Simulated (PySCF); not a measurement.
## Fine-structure interval of Yb³⁺ by level of theory

Yb³⁺ [Xe] 4f13 [4f5/2^6 4f7/2^7, M_J = 7/2] → Yb³⁺ [Xe] 4f13 [4f5/2^5 4f7/2^8, M_J = 5/2], as a difference of total energies. Computed with PySCF 2.14 in x2c-SVPall-2c (7s10p9d3f1g, 112 functions), with the two-component X2C-1e Hamiltonian. Correlated levels: [Ar] 3d10 frozen; the 16 highest virtual spinors dropped. "Screened" scales the spin-orbit matrix elements by Boettger's factors to mimic the two-electron term; Breit and QED terms are absent.

```tsv
method	fine-structure interval (cm⁻¹)
GHF (screened spin-orbit)	11122
GMP2 (screened spin-orbit)	10917
GHF (bare spin-orbit)	18618
```
